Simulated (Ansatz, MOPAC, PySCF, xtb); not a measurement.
Complex: CH3F (SMILES CF) (first 5 atoms) with CH2F2 (SMILES FCF); geometry from B3LYP-D3(BJ)/def2-TZVP, rigid monomers moved along the line of their centres of mass till F2···C7 is 3.43 Å.
(charge 0, multiplicity 1):
```json
[
 {"atom": "C", "x (Å)": "0.0867", "y (Å)": "-0.7124", "z (Å)": "-0.2289"},
 {"atom": "F", "x (Å)": "0.3203", "y (Å)": "0.5107", "z (Å)": "0.4034"},
 {"atom": "H", "x (Å)": "-0.0283", "y (Å)": "-1.4786", "z (Å)": "0.5363"},
 {"atom": "H", "x (Å)": "-0.8229", "y (Å)": "-0.6250", "z (Å)": "-0.8232"},
 {"atom": "H", "x (Å)": "0.9384", "y (Å)": "-0.9364", "z (Å)": "-0.8713"},
 {"atom": "F", "x (Å)": "0.0297", "y (Å)": "-1.1310", "z (Å)": "3.5315"},
 {"atom": "C", "x (Å)": "0.2847", "y (Å)": "0.1825", "z (Å)": "3.8139"},
 {"atom": "F", "x (Å)": "0.3265", "y (Å)": "0.3236", "z (Å)": "5.1689"},
 {"atom": "H", "x (Å)": "-0.5296", "y (Å)": "0.7877", "z (Å)": "3.4177"},
 {"atom": "H", "x (Å)": "1.2565", "y (Å)": "0.4451", "z (Å)": "3.3982"}
]
```

Monomers are frozen at their geometry in the pair; levels with a basis set take the counterpoise correction. Rows marked so take none.

Rows in STO-3G carry no dispersion term and start afresh at each structure. The state that PM6 reach isn't checked.

Programs: Ansatz (a first-principles code) with Gaussian orbitals; MOPAC for PM6 (differences of heats of formation); PySCF for STO-3G rows, the dispersion terms; xtb for the GFN methods. Each number belongs to the level named beside it.

One of these levels gives -0.60 kcal/mol for the interaction energy. Which one is it?
A) PBE-D3(BJ)/def2-TZVPPD
B) HF/STO-3G (no counterpoise)
C) GFN2-xTB
D) PM6

B, HF/STO-3G (no counterpoise). The others give -0.99 (PM6), -2.65 (GFN2-xTB), -2.18 (PBE-D3(BJ)/def2-TZVPPD)
